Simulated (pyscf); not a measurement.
# •O–Si(OH)(OH)–OH, doublet

Gas-phase minimum from PySCF at ωB97X-D3(BJ)/def2-SVP, one conformer. Other isomers of •O–Si(OH)(OH)–OH were not searched in full and may lie lower. 

```xyz
8

O     -1.4885     1.1430    -1.4689
Si    -0.2625     0.3582    -0.6242
O      0.8362     0.0008    -1.8011
O      0.5053     1.2385     0.5326
O     -0.9719    -0.9097     0.1398
H      0.5066    -0.4494    -2.5862
H      1.1078     1.9291     0.2387
H     -0.6601    -1.0866     1.0338
```
Charge 0, spin multiplicity 2.

Bonds (Å): O1–Si2 1.683, Si2–O3 1.649, Si2–O4 1.644, Si2–O5 1.641, O3–H6 0.963, O4–H7 0.962, O5–H8 0.963. Bond angles (°): O1–Si2–O3 103.2, O1–Si2–O4 116.3, O1–Si2–O5 106.2, O3–Si2–O4 107.9, O3–Si2–O5 116.9, O4–Si2–O5 106.7, Si2–O3–H6 117.1, Si2–O4–H7 117.5, Si2–O5–H8 115.7.

Properties at ωB97X-D3(BJ)/def2-SVP:

| Quantity | Result |
|---|---|
| Harmonic wavenumbers, unscaled | 134, 216, 240, 286, 307, 338, 344, 385, 764, 792, 802, 815, 913, 1002, 1022, 3932, 3935, 3944 cm⁻¹ |
| Zero-point energy | 28.8 kcal/mol |
| Rotational symmetry number | 1 |
| Entropy of this conformer at 298 K and 1 atm, rigid rotor and harmonic oscillator, modes under 100 cm⁻¹ raised to 100 | 339.5 J/(mol K) |
| Dipole moment | 1.70 D |
| Spin expectation value S2 | 0.753 |

Single-point totals, which compare only within one level:

```tsv
level	total energy (hartree)
ωB97X-D3(BJ)/def2-TZVP	-592.52895
PBE/def2-TZVP	-592.00124
r²SCAN/def2-TZVP	-592.30406
B3LYP-D3(BJ)/def2-TZVP	-592.49728
PBE0-D3(BJ)/def2-TZVP	-592.03052
M06-2X/def2-TZVP	-592.34258
ωB97M-D3(BJ)/def2-TZVP	-592.57722
```

Soft torsions are taken as harmonic, which can shift the entropy by several J/(mol K).
